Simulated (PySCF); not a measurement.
C₂H₄ClFOSi, SMILES F[Si@H](C(C)=O)Cl.

The structure is a stationary point at B3LYP-D3(BJ)/def2-SVP. The structure was generated by enumeration; whether it is a known compound was not checked. One conformer was computed; it need not be the lowest.

All values below come from TDA-PBE/def2-SVPD in PySCF.

Vertical excitations. The molecule is in vacuum.

```json
[
 {"state": "S1", "energy (eV)": "3.33", "λ (nm)": "373", "f": "0.004", "main pairs": "HOMO→LUMO 100 %"},
 {"state": "S2", "energy (eV)": "5.39", "λ (nm)": "230", "f": "0.001", "main pairs": "HOMO−1→LUMO 77 %, HOMO→LUMO+1 20 %"},
 {"state": "S3", "energy (eV)": "5.40", "λ (nm)": "230", "f": "0.002", "main pairs": "HOMO→LUMO+1 74 %, HOMO−1→LUMO 22 %"},
 {"state": "S4", "energy (eV)": "5.59", "λ (nm)": "222", "f": "0.006", "main pairs": "HOMO−2→LUMO 67 %, HOMO→LUMO+2 29 %"},
 {"state": "S5", "energy (eV)": "5.67", "λ (nm)": "219", "f": "0.028", "main pairs": "HOMO→LUMO+2 70 %, HOMO−2→LUMO 26 %"},
 {"state": "S6", "energy (eV)": "6.05", "λ (nm)": "205", "f": "0.020", "main pairs": "HOMO→LUMO+3 99 %"},
 {"state": "S7", "energy (eV)": "6.44", "λ (nm)": "193", "f": "0.004", "main pairs": "HOMO−3→LUMO 81 %"},
 {"state": "S8", "energy (eV)": "6.64", "λ (nm)": "187", "f": "0.088", "main pairs": "HOMO→LUMO+4 78 %"},
 {"state": "S9", "energy (eV)": "6.84", "λ (nm)": "181", "f": "0.050", "main pairs": "HOMO→LUMO+5 73 %, HOMO−5→LUMO 19 %"},
 {"state": "S10", "energy (eV)": "6.85", "λ (nm)": "181", "f": "0.039", "main pairs": "HOMO−5→LUMO 68 %, HOMO→LUMO+5 16 %"},
 {"state": "T1", "energy (eV)": "2.62", "λ (nm)": "473", "f": "0", "main pairs": "HOMO→LUMO 100 %"},
 {"state": "T2", "energy (eV)": "5.13", "λ (nm)": "242", "f": "0", "main pairs": "HOMO→LUMO+1 99 %"},
 {"state": "T3", "energy (eV)": "5.26", "λ (nm)": "236", "f": "0", "main pairs": "HOMO−1→LUMO 97 %"},
 {"state": "T4", "energy (eV)": "5.35", "λ (nm)": "232", "f": "0", "main pairs": "HOMO−2→LUMO 88 %"}
]
```
Triplets are in the Tamm–Dancoff approximation.
